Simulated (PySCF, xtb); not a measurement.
HgI2, SMILES [Hg]([I])[I].

Harmonic wavenumbers (cm⁻¹) from GFN2-xTB (xtb) at its own minimum, in rising order: 35, 35, 136, 216.

Q: What does PBE-D3(BJ)/def2-SVP (PySCF) give at its own minimum? (Estimate from the structure and the level; the computed values follow.)

A: 49, 49, 143, 218. Paired by order, the mean absolute difference is 9 cm⁻¹ and the zero-point energies are 0.6 and 0.7 kcal/mol.
